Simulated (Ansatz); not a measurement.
The cluster Cu2Cl2. Total charge 0; triplet. Geometry r2SCAN-D4/def2-SVPD, that of the charge -1 doublet; atoms count from 1.

Cartesian coordinates in Å:
```
Cu 0.3028 0.4320 -0.0028
Cu -0.8041 -1.7224 0.3017
Cl 2.0643 1.3699 0.7868
Cl -1.5630 -0.0795 -1.0857
```

At PBE0-D4/def2-TZVPD a singlet of charge 0 lies 1.97 eV below the triplet at the same geometry. The structure comes from a short search, and lower isomers may exist.

(1) Estimate the Mulliken populations from the PBE0/def2-TZVPD orbitals of Ansatz.

(2) Where does the spin sit?

(3) And the Mayer bond orders between heavy atoms (over 0.3)?

## Answers

(1) 
```csv
atom,charge (e),spin (α − β),d electrons
Cu1,-0.08,0.50,9.52
Cu2,0.16,1.17,9.59
Cl3,-0.11,0.19,–
Cl4,0.02,0.14,–
```
Mulliken values depend strongly on the basis. With diffuse functions, as here, like atoms can get unlike values, and bond orders can come out too low or too high.

(2) Summed by element: Cu 1.67, Cl 0.33, of 2 unpaired in all. Largest on single atoms: Cu2 1.17, Cu1 0.50, Cl3 0.19.

(3) Cu1–Cu2 0.89 (2.44 Å); Cu1–Cl3 1.03 (2.15 Å); Cu1–Cl4 0.58 (2.22 Å); Cu2–Cl4 0.35 (2.28 Å).
